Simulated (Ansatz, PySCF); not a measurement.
Molecule: PH (charge 0, triplet). 
Structure (B3LYP-D3(BJ)/def2-TZVP (Ansatz, an electronic-structure program) minimum search):
```xyz
2

P      0.0000     0.0000    -0.0893
H      0.0000     0.0000     1.3392
```
Charge 0, spin multiplicity 3.

Property: vertical ionisation energy (to the doublet state of charge +1; each state is the SCF solution reached for its spin; for the doublet the Hartree-Fock reference is unstable and T1 is 0.016), in eV. Correlated levels leave the core frozen unless marked. Open shells are spin-unrestricted. No spin-orbit coupling. No relativistic terms. 

```json
[
 {"level": "PBE/def2-TZVPD", "program": "Ansatz", "vertical ionisation energy (eV)": "10.24"},
 {"level": "B3LYP/def2-TZVPD", "program": "Ansatz", "vertical ionisation energy (eV)": "10.17"},
 {"level": "PBE0/def2-TZVPD", "program": "Ansatz", "vertical ionisation energy (eV)": "10.28"},
 {"level": "wB97X-V/def2-TZVPD", "program": "Ansatz", "vertical ionisation energy (eV)": "10.07"},
 {"level": "CCSD/def2-SVPD", "program": "Ansatz", "vertical ionisation energy (eV)": "9.94"},
 {"level": "CCSD/aug-cc-pV(T+d)Z", "program": "Ansatz", "vertical ionisation energy (eV)": "10.09"},
 {"level": "CCSD/def2-TZVPPD", "program": "Ansatz", "vertical ionisation energy (eV)": "10.07"},
 {"level": "CCSD/aug-cc-pV(Q+d)Z", "program": "Ansatz", "vertical ionisation energy (eV)": "10.11"},
 {"level": "CCSD/def2-QZVPPD", "program": "Ansatz", "vertical ionisation energy (eV)": "10.10"}
]
```

For comparison, minus the highest occupied orbital energy (PySCF): 6.26 eV at M06-L/def2-TZVPD, 5.85 eV at BLYP/def2-TZVPD, 6.20 eV at BP86/def2-TZVPD.
